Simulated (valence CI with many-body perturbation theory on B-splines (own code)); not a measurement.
Forbidden lines of Hg74+

Computed by valence CI with perturbative core correlation (CI+MBPT): four valence electrons over a frozen Dirac-Fock core [He], radial functions for each j: 11 s, 11 p, 9 d, 7 f, 5 g, 2 h, 1 i, with the one-electron correlation potential Σ1 (screened to all orders), the two-electron term Σ2, the three-electron term Σ3, Breit, model QED; selected single and double excitations, second order for the rest (own B-spline code, finite nucleus).

No measured spectrum was set against this ion. As an estimate, large intervals hold to a few tenths of a per cent, small ones and those within an open d or f shell to about a per cent. Among the levels kept, up to 300 cm⁻¹ of a level comes from second order outside the variational space, and about a tenth of that is noise between levels of different J, which matters for small intervals.

Lines 51 to 66 of 66 in falling wavelength, among levels below 15931 eV, chosen from the decays that carry over 1 % of a level's rate. Wavelengths and rates use the calculated energies. Electric multipoles are in the length gauge, E1 and E2 with the static RPA response of the core. S is in atomic units (e²a₀⁴ for E2 and M2, e²a₀⁶ for E3), for M1 in squared Bohr magnetons. Weak lines are less certain than strong ones. Lines between different terms over intervals too small for the method are left out, as are lines whose strength nearly cancels. The highest levels of a list are the least certain.

Levels are named by their leading jj configuration (3d3/2^4 stands for four electrons in 3d with j = 3/2), which in mixed levels can hold well under half, so a name can repeat and another be missing. Letters in brackets count levels of one name in rising energy.

```tsv
λ vac (nm)	Upper	Lower	Type	A (s⁻¹)	S (a.u.)
0.09310	(2s^2 2p3/2 3p3/2) J=2	(2s^2 2p1/2 2p3/2) J=2	E2	2.07e+12	6.45e-06
0.09298	(2s^2 2p3/2 3p3/2) J=2	(2s^2 2p1/2 2p3/2) J=1	E2	8.94e+11	2.77e-06
0.09289	(2s^2 2p3/2 3p3/2) J=0	(2s^2 2p1/2 2p3/2) J=2	E2	2.91e+12	1.80e-06
0.09209	(2s 2p1/2 2p3/2 3d5/2) J=5	(2s 2p1/2^2 2p3/2) J=2	E3	2.47e+10	4.86e-07
0.09170	(2s^2 2p3/2 3d5/2) J=4	(2s^2 2p1/2 2p3/2) J=2	M2	1.15e+11	5.97e-07
0.09158	(2s^2 2p3/2 3d5/2) J=4	(2s^2 2p1/2 2p3/2) J=1	E3	1.60e+10	2.47e-07
0.09096	(2s 2p1/2 2p3/2 3d3/2) J=3 [a]	(2s^2 2p1/2 2p3/2) J=1	E2	7.42e+12	2.89e-05
0.09085	(2s 2p1/2 2p3/2 3d3/2) J=4	(2s^2 2p1/2 2p3/2) J=2	E2	1.01e+13	5.04e-05
0.09078	(2s 2p1/2^2 3d3/2) J=2	(2s^2 2p1/2^2) J=0	E2	1.10e+13	3.02e-05
0.09032	(2s 2p1/2 2p3/2 3d3/2) J=3 [c]	(2s^2 2p1/2 2p3/2) J=2	E2	5.31e+12	1.99e-05
0.09023	(2s 2p1/2 2p3/2 3d3/2) J=2 [c]	(2s^2 2p1/2 2p3/2) J=1	E2	3.34e+12	8.93e-06
0.09019	(2s 2p1/2 2p3/2 3d5/2) J=4 [a]	(2s^2 2p1/2 2p3/2) J=2	E2	9.21e+11	4.42e-06
0.08966	(2s 2p1/2 2p3/2 3d5/2) J=2 [b]	(2s^2 2p1/2 2p3/2) J=2	E2	2.03e+13	5.26e-05
0.08961	(2s 2p1/2^2 3d5/2) J=2	(2s^2 2p1/2^2) J=0	E2	2.22e+13	5.73e-05
0.08957	(2s 2p1/2 2p3/2 3d5/2) J=1 [b]	(2s^2 2p1/2 2p3/2) J=2	E2	2.32e+13	3.58e-05
0.08952	(2s 2p1/2 2p3/2 3d5/2) J=0	(2s^2 2p1/2 2p3/2) J=2	E2	2.28e+13	1.17e-05
```
